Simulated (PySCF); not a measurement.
C₆H₁₃NSi₂.
Numbering: `[SiH3:1][N:2]([SiH3:3])[C@@H:4]1[CH:5]=[CH:6][C@H:7]2[CH2:8][C@@H:9]12` (hydrogens: H10, H11, H12 on Si1; H13, H14, H15 on Si3; H16 on C4; H17 on C5; H18 on C6; H19 on C7; H20, H21 on C8; H22 on C9)

Computed by this run: PBE0-D3(BJ)/def2-SVP geometry optimisation, gas phase in PySCF 2.14.0; density fitting, grid level 1; the optimiser is geomeTRIC in internal coordinates, started from a GFN2-xTB structure with every atom displaced at random (about 0.01 Å).

Step 0: E = -23652.1534 eV
```
atom  x, y, z in Å  |  force x, y, z in eV/Å
Si1    -1.7086   -1.0821    0.6211   -0.549   1.113  -0.393
N2     -1.2696    0.1820   -0.5080    0.534  -0.125  -0.126
Si3    -2.1750    1.6263   -0.8789    0.556  -0.620   0.540
C4      0.1266    0.1267   -1.0228   -1.334   0.014   0.528
C5      0.5193   -1.2836   -1.3737    0.277   1.062   0.418
C6      1.5604   -1.6775   -0.6501    0.288   0.047   0.456
C7      2.0644   -0.6145    0.2466   -0.201   0.544  -0.524
C8      2.5703    0.6230   -0.4741   -1.660  -0.864   0.942
C9      1.1362    0.5647    0.0222    1.635  -1.412  -2.140
H10    -3.0141   -0.6361    1.1810   -0.121  -0.088   0.138
H11    -1.8815   -2.3406   -0.0730   -0.108  -0.919  -0.234
H12    -0.7273   -1.1910    1.6904    0.477  -0.202   0.593
H13    -3.5718    1.3856   -0.5207   -0.571   0.031   0.107
H14    -1.6414    2.7902   -0.1299   -0.011   0.374   0.074
H15    -2.0073    1.8646   -2.3086   -0.025   0.281  -0.702
H16     0.1476    0.7745   -1.9051    0.207   0.198  -0.349
H17     0.0008   -1.8320   -2.1155   -0.551  -0.730  -0.929
H18     2.0261   -2.6434   -0.6925    0.273  -0.698  -0.097
H19     2.4612   -0.8760    1.2152    0.240  -0.049   0.484
H20     2.7223    0.5514   -1.5246    0.243  -0.110  -1.114
H21     3.2236    1.2648    0.0500    0.974   0.868   0.722
H22     0.8110    1.1905    0.7864   -0.574   1.284   1.609
```

Step 1: E = -23652.4316 eV
```
atom  x, y, z in Å  |  force x, y, z in eV/Å
Si1    -1.7681   -1.0813    0.6086    0.123  -0.199   0.137
N2     -1.2503    0.1836   -0.4885   -0.079  -0.001  -0.043
Si3    -2.1807    1.6157   -0.8497   -0.053   0.165  -0.121
C4      0.1121    0.1346   -1.0293    0.140   0.070  -0.097
C5      0.5456   -1.2689   -1.3828   -0.243  -0.175  -0.203
C6      1.5792   -1.6825   -0.6370    0.058  -0.027   0.002
C7      2.0808   -0.6023    0.2481    0.056  -0.111   0.129
C8      2.6106    0.6076   -0.4776    0.125   0.239  -0.142
C9      1.1852    0.5811   -0.0348   -0.247   0.388   0.541
H10    -3.0791   -0.6608    1.1873    0.015   0.061  -0.038
H11    -1.9568   -2.4223   -0.0390    0.005   0.128  -0.019
H12    -0.7829   -1.2657    1.7248   -0.064   0.012  -0.037
H13    -3.6138    1.4017   -0.4915    0.045  -0.059   0.019
H14    -1.7034    2.8482   -0.1364    0.025  -0.061   0.031
H15    -2.0631    1.9171   -2.3154   -0.009  -0.050   0.052
H16     0.1484    0.7766   -1.9345   -0.031  -0.053   0.068
H17     0.0348   -1.8536   -2.1591    0.119   0.096   0.130
H18     2.0425   -2.6717   -0.6959   -0.025   0.045  -0.005
H19     2.4627   -0.8386    1.2473   -0.037   0.034  -0.055
H20     2.8159    0.5093   -1.5521    0.048  -0.030   0.130
H21     3.2931    1.2798    0.0636   -0.148  -0.158  -0.104
H22     0.8603    1.2599    0.7792    0.177  -0.314  -0.375
```

Question: Estimate the geometry and energy of step 2. (The exact step hangs on the optimiser's Hessian estimate; all steps are aligned on step 1, rigid shifts and turns removed.)

Answer: E = -23652.4443 eV, largest force 0.107 eV/Å
```
atom  x, y, z in Å  |  force x, y, z in eV/Å
Si1    -1.7595   -1.0784    0.6065    0.026  -0.054   0.038
N2     -1.2452    0.1840   -0.4953   -0.051  -0.006  -0.029
Si3    -2.1824    1.6136   -0.8482   -0.021   0.049  -0.019
C4      0.1173    0.1355   -1.0346   -0.017   0.045  -0.014
C5      0.5430   -1.2721   -1.3881    0.022   0.071   0.069
C6      1.5755   -1.6766   -0.6341    0.027  -0.103   0.012
C7      2.0748   -0.5985    0.2561   -0.012  -0.040  -0.024
C8      2.6072    0.6080   -0.4782    0.007   0.063  -0.017
C9      1.1818    0.5865   -0.0310   -0.052   0.026   0.015
H10    -3.0666   -0.6322    1.1730    0.000   0.010   0.006
H11    -1.9617   -2.4037   -0.0561   -0.002   0.014  -0.011
H12    -0.7845   -1.2725    1.7250   -0.013   0.004  -0.002
H13    -3.6041    1.3744   -0.4681    0.004  -0.007   0.001
H14    -1.6970    2.8347   -0.1242    0.009  -0.005   0.005
H15    -2.0833    1.9132   -2.3122   -0.004  -0.012   0.006
H16     0.1530    0.7751   -1.9383   -0.008   0.003   0.009
H17     0.0420   -1.8562   -2.1637    0.029   0.018   0.013
H18     2.0401   -2.6638   -0.6906    0.005  -0.012   0.005
H19     2.4519   -0.8309    1.2559   -0.004   0.001  -0.006
H20     2.8215    0.4895   -1.5457    0.019   0.008   0.023
H21     3.2882    1.2765    0.0567   -0.008  -0.025   0.002
H22     0.8612    1.2613    0.7705    0.043  -0.049  -0.081
```

The energy changes by -0.0128 eV. The first-order estimate −F·Δx gives -0.0243 eV and the mean of the old and new forces, exact on a quadratic surface, -0.0126 eV. The step makes an angle of 74° with the force vector and moves no atom by more than 0.037 Å.

The cost below is that of the whole optimisation. The run took 2.4 min wall on an Arm Neoverse V1 with one thread, shared host with 32 logical CPUs at a one-minute load of 16, and the process peaked at 0.88 GiB of memory.
